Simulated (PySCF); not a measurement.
Run record: geometry optimisation, `[SiH3]/C=C/[SiH2]Br`.

Method: PBE0-D3(BJ)/def2-SVP geometry optimisation, gas phase (PySCF 2.14.0). Start geometry: GFN2-xTB. The command runs a driver script over a list of jobs; the input below is this job's line of settings and its coordinates in Å.

Command:
```bash
OMP_NUM_THREADS=1 python probes_run.py task.json out
```

Input:
```
{"job": {"xc": "PBE0", "basis": "def2-SVP", "d3": "d3bj", "grid": 1, "shake": 0.01, "kind": "geom"}, "charge": 0, "multiplicity": 1}
Si    -2.323090    -0.214860    -0.033140
C     -0.492520    -0.187590    -0.368140
C      0.421530     0.240490     0.479700
Si     2.324830     0.274030     0.182080
Br     2.681750    -0.784460    -1.744950
H     -2.567120    -0.182400     1.408800
H     -2.912430     1.017050    -0.630330
H     -2.899960    -1.382570    -0.653890
H     -0.164710    -0.546530    -1.314940
H      0.121410     0.608370     1.467980
H      3.022970    -0.486660     1.196750
H      2.827030     1.616870     0.001040
```

Output:
```
step   0  E = -3232.38852245  max force = 0.038280
step   1  E = -3232.39470151  max force = 0.006430
step   2  E = -3232.39519583  max force = 0.001998
step   3  E = -3232.39519168  max force = 0.002363
step   4  E = -3232.39532547  max force = 0.000869
step   5  E = -3232.39536833  max force = 0.000880
step   6  E = -3232.39546113  max force = 0.001076
step   7  E = -3232.39563657  max force = 0.000996
step   8  E = -3232.39574410  max force = 0.001158
step   9  E = -3232.39574720  max force = 0.000532
step  10  E = -3232.39574814  max force = 0.000481
step  11  E = -3232.39574790  max force = 0.000478
step  12  E = -3232.39574831  max force = 0.000425
optimisation converged
```

Energies in Eh; «max force» is the largest Cartesian gradient component in Eh/bohr.

Task: How much energy does the optimisation release, in eV?

Result: E(step 0) − E(last step) = 0.007226 Eh, which is 0.197 eV.

Summary of the converged run: final energy -3232.39575 Eh after 12 steps; dipole 1.37 D.

Task: How long does this job take on one thread of an Arm Neoverse N1, no GPU, shared host? And the peak memory of the process?

Result: About 2.9 min, with 0.55 GiB resident at the peak, the Python interpreter and its libraries included.
Labels such as C1 count atoms from 1, the log's own numbers from 0.
